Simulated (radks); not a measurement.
The nuclear charge of neutral terbium is varied continuously with 65 electrons held in [Xe] 4f9 6s2. Method: scalar-relativistic Kohn-Sham, PBE, spin-polarised, spherical densities, finite nucleus; open shells are filled with parallel spins first (spin-orbit coupling, left out, can overturn this in heavy ions); Fermi nuclear charge, rms radius 5.06 fm; computed with a radial shooting solver on a logarithmic mesh with Libxc functionals. By the Hellmann-Feynman theorem dE/dZ = E(electron-nucleus)/Z, the electronic potential at the nucleus (averaged over a nucleus of fixed radius). The scalar-relativistic energy here is not variational (the density holds large components alone), so the two differ by a part that grows with Z.

| Z | E (hartree) | E(electron-nucleus)/Z (hartree) | HOMO | e(HOMO) (eV) | <r> HOMO (bohr) |
|---|---|---|---|---|---|
| 65 | -11708.1829 | -440.186 | 4f | -0.896 | 0.9728 |
| 65.25 | -11819.1961 | -442.687 | 4f | -4.121 | 0.9191 |
| 65.5 | -11930.8434 | -445.185 | 6s | -6.747 | 3.796 |
| 65.75 | -12043.1243 | -447.681 | 6s | -8.487 | 3.632 |
| 66 | -12156.0386 | -450.176 | 6s | -10.331 | 3.488 |

 No converged solution with all levels bound was reached at Z = 64.75.
